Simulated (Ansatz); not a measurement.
`F[SiH]1C[SiH2][SiH2]1` at its PBE0-D4/def2-TZVP geometry, where that method's forces vanish. Total charge 0; spin multiplicity 1.

```xyz
12

F    -1.8250    1.3422   -1.0548
Si   -0.3043    0.8244   -1.1339
C     0.5415    1.1167    0.5187
Si    0.0525   -0.5190    1.3558
Si   -0.2053   -1.4983   -0.7690
H     0.3102    1.5009   -2.3079
H     0.2892    2.0386    1.0459
H     1.6253    1.1092    0.3470
H     1.0526   -1.0555    2.3187
H    -1.2579   -0.3813    2.0470
H    -1.3458   -2.3932   -1.0912
H     1.0671   -2.0845   -1.2762
```

Question: What forces (eV/Å) does PBE-D4/def2-TZVPP give on these atoms in the Gaussian-basis code of Ansatz? (Estimate.)

Answer: The calculation gave: 
```
F1  -0.583  0.196  0.020
Si2  0.376 -0.203 -0.068
C3   0.015  0.011  0.028
Si4 -0.006 -0.081 -0.024
Si5 -0.024  0.012  0.021
H6   0.083  0.084 -0.146
H7  -0.041  0.186  0.100
H8   0.198  0.013 -0.024
H9   0.102 -0.060  0.112
H10 -0.135  0.013  0.073
H11 -0.119 -0.106 -0.040
H12  0.133 -0.064 -0.052
```
